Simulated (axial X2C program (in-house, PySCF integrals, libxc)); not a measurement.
# Working with the constants of HfN⁻

A bond curve at the PBE0 level, two-component, was computed with an in-house relativistic program for diatomic molecules (basis Hf dyall-acv3z [14s15p10d7f4g], N dyall-av3z [7s7p3d2f] (cores contracted in-house)) for the state Ω = 0 (closed shell). Its fit gives Re = 1.7294 Å, ωe = 1008.0 cm⁻¹, ωexe = 2.92 cm⁻¹ and αe = 1.774e-03 cm⁻¹; the masses are 179.9465 and 14.0031 u. Two-component means X2C with spin–orbit coupling and atomic mean-field Coulomb and Gaunt terms.

Find the reduced mass, Be and the force constant.

From the PBE0 values: μ = 12.9921 u. Be = 16.8576/(μ Re²) = 0.4338 cm⁻¹. k = 5.8918×10⁻⁷ μ ωe² = 7.78 mdyn/Å.

Estimate the centrifugal constant by the Kratzer relation.

D = 4Be³/ωe² = 3.21e-07 cm⁻¹.

Give B0, the J = 1←0 line in GHz and the most populated J at 300 K (kT = 208.5 cm⁻¹).

B0 = Be − αe/2 = 0.433 cm⁻¹; 2B0 = 25.96 GHz; J(max) ≈ √(kT/2B0) − 1/2 = 15.0, so J = 15.

A Morse curve ties αe to the other constants (Pekeris). How well does that hold?

αe(Morse) = 6Be²/ωe × (√(ωexe/Be) − 1) = 1.786e-03 cm⁻¹; the PBE0 curve gives 1.774e-03 cm⁻¹, a ratio of 1.01.

Where do the fundamental and the first overtone lie?

ν(1←0) = ωe − 2ωexe = 1002.2 cm⁻¹; ν(2←0) = 2ωe − 6ωexe = 1998.5 cm⁻¹.

The state is a single determinant with fixed occupations, the lowest that a limited PBE0 search found.
